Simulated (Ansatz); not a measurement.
Isomers of CH7BFGeN, relaxed with PBE0-D4/def2-TZVP in Ansatz; electronic energies, one conformer each and not always the lowest. Functionals use def2-TZVPP; CBS adds triple-zeta CCSD(T) − MP2 to the MP2 limit of def2-TZVPP and def2-QZVPP.

Outer-core shells of Ge are correlated without core-valence functions. Scalar relativity is left out up to krypton. Spin–orbit coupling is left out.

Order them by energy at frozen-core CCSD(T)/CBS, lowest first. (Estimate.)
A. `B[N]([GeH3])CF`
B. `C[N]([GeH3])BF`
C. `B[NH][GeH]([CH3])[F]`

C (0.0 kcal/mol), B (3.5 kcal/mol), A (49.9 kcal/mol).

How do ωB97M-V, MP2/CBS(def2), PBE0-D4, B3LYP place them (kcal/mol, against `B[NH][GeH]([CH3])[F]`)? (An estimate is asked.)

Computed: 
| isomer | ωB97M-V | MP2/CBS(def2) | PBE0-D4 | B3LYP |
| --- | --- | --- | --- | --- |
| `C[N]([GeH3])BF` | 2.8 | 4.8 | 1.8 | 2.7 |
| `B[N]([GeH3])CF` | 48.4 | 52.7 | 47.3 | 48.3 |

B3LYP here is the variant with VWN-RPA as its local correlation; programs differ in this.
